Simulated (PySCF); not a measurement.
Coordinates in bohr (charge 0 multiplicity 3):
```
Ru    0.0000    0.0000   -0.0516
O    -2.6366    0.0000    1.7722
O     0.0000    0.0000   -3.2170
O     2.6366    0.0000    1.7722
```

Method: UPBE0 in PySCF with Ru def2-SVP with ECP28, O def2-SVP; scalar-relativistic core potentials, no spin–orbit coupling; density-fitted integrals.

This geometry of RuO₃ is a stationary point at this level.

What is the point group?

C2v.

Is it a minimum?

Yes: all harmonic wavenumbers are real.

Give the ideal-gas entropy at 298.15 K and 1 bar by parts.

translation 171.3, rotation 98.3, vibration 30.6, spin 9.1; total 309.4 J/(mol K).

What is the atomisation energy, with and without zero-point energy?

1298 kJ/mol without, 1279 kJ/mol with.

Other isomers or separated fragments may lie lower. With open d or f shells other occupations or spin states may lie lower. At this level a singlet minimum of D3h symmetry lies 49 kJ/mol below this structure.
